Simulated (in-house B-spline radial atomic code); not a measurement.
Configurations of Sn, with energies counted from [Kr] 4d10 5s2 5p2. Level of theory: scalar-relativistic (X2C) BHandHLYP, spin-polarised, spherical fractional occupations, Fermi nucleus of rms radius 4.6519 fm; calculated with a radial B-spline atomic code at the basis-set limit. Shells without spins written out take the highest spin.

Caution: exact exchange at fractional occupations of open shells leaves self-interaction of up to several eV.

Occupations are held fixed; configurations that lie above the ionisation limit could autoionise.

```
                                                            configuration  E - E(ref) (eV)  highest orbital  its <r> (bohr)
                                                        [Kr] 4d10 5s1 5p3           3.7211            5p up           3.035
                                                    [Kr] 4d10 5s2 5p1 6s1           4.2907            6s up           7.128
                                                    [Kr] 4d10 5s2 5p1 6d1           6.4811            6d up            19.4
             [Kr] 4d10 5s(1 up, 0 down) 5p(2 up, 0 down) 6s(0 up, 1 down)           10.197          6s down           7.223
                                                    [Kr] 4d10 5s1 5p2 5d1           11.842            5d up           10.01
              [Kr] 4d(5 up, 4 down) 4f(0 up, 1 down) 5s2 5p(2 up, 0 down)           36.067          4f down            21.3
[Ar] 3d10 4s2 4p(2 up, 3 down) 4d10 5s2 5p(1 up, 1 down) 6s(0 up, 1 down)           104.46          6s down           6.765
```

Order these further configurations by energy, lowest first.
A. [Kr] 4d10 5s1 5p2 6f1
B. [Kr] 4d9 5s2 5p2 6d1
C. [Ar] 3d9 4s2 4p6 4d10 4f1 5s2 5p2
D. [Kr] 4d10 5s2 5p(1 up, 1 down)
E. [Kr] 4d10 5s1 5p2 5f1

D (1.5419 eV), E (12.732 eV), A (12.842 eV), B (35.835 eV), C (509.6 eV).

How far above the reference does [Kr] 4d10 5s2 5p1 5f1 lie?

6.8435 eV; its least bound orbital is 5f up with <r> = 34.22 bohr.

How far above the reference does [Kr] 4d10 5s2 5p(0 up, 1 down) 5d(1 up, 0 down) lie?

6.0376 eV; its least bound orbital is 5d up with <r> = 10.94 bohr.

How far above the reference does [Kr] 4d10 5s2 5p1 5d1 lie?

6.0127 eV; its least bound orbital is 5d up with <r> = 10.6 bohr.
